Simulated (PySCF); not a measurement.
# A small calculation by hand: dipole moment from atomic charges

C2H3ClN2Si, SMILES Cl[SiH]1N=CC=N1. Atoms are numbered in the order given.

```xyz
9

Cl     2.0224    -0.4007     0.0000
Si     0.2549     0.6299     0.0000
N     -0.7965     0.1162     1.3465
C     -1.8272    -0.3526     0.7638
C     -1.8272    -0.3526    -0.7638
N     -0.7965     0.1162    -1.3465
H      0.5174     2.0863     0.0000
H     -2.6946    -0.7446     1.3224
H     -2.6946    -0.7446    -1.3224
```

Coordinates come from a PBE0-D3(BJ)/def2-SVP optimisation. This is a generated structure with no PubChem entry under its InChIKey; it may be hypothetical.

Charges (e) from PBE/def2-TZVP in PySCF:

```
atom  ESP fit  Mulliken
----  -------  --------
Cl1    -0.101    -0.191
Si2     0.530     0.495
N3     -0.504    -0.211
C4      0.252    -0.050
C5      0.252    -0.050
N6     -0.504    -0.211
H7     -0.010    -0.008
H8      0.043     0.113
H9      0.043     0.113
```

The dipole moment of the full density is 2.03 D.

**Question.** What dipole moment does each set of point charges give, and which comes closer to that of the density?

**Answer.** 
μ = Σ q r, and 1 e Å = 4.8032 D.
ESP fit: Σ q r = (-0.424, -0.005, 0.000) e Å, |μ| = 2.04 D.
Mulliken: Σ q r = (-0.354, 0.190, 0.000) e Å, |μ| = 1.93 D.
ESP fit comes closer in size. Point charges leave out the atoms' own dipoles (lone pairs, polarised bonds); fits to the potential absorb them, partitions of the density don't.
